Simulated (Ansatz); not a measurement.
The cluster Hg₃. Charge 0, multiplicity 1. Geometry r2SCAN/def2-TZVP; atoms count from 1.

Cartesian coordinates in Å:
```
Hg 1.537 -1.164 0.177
Hg -0.596 1.053 1.511
Hg -0.941 0.110 -1.689
```

In the def2 sets Hg takes a core potential; there is no spin–orbit coupling. The structure comes from a short search, and lower isomers may exist.

Estimate the Mulliken populations from the PBE0/def2-TZVP orbitals of Ansatz.


```json
{"atom": "Hg1", "charge (e)": "0.00", "d electrons": "9.99"}
{"atom": "Hg2", "charge (e)": "0.00", "d electrons": "9.99"}
{"atom": "Hg3", "charge (e)": "0.00", "d electrons": "9.99"}
```
Mulliken values and Mayer orders depend strongly on the basis.
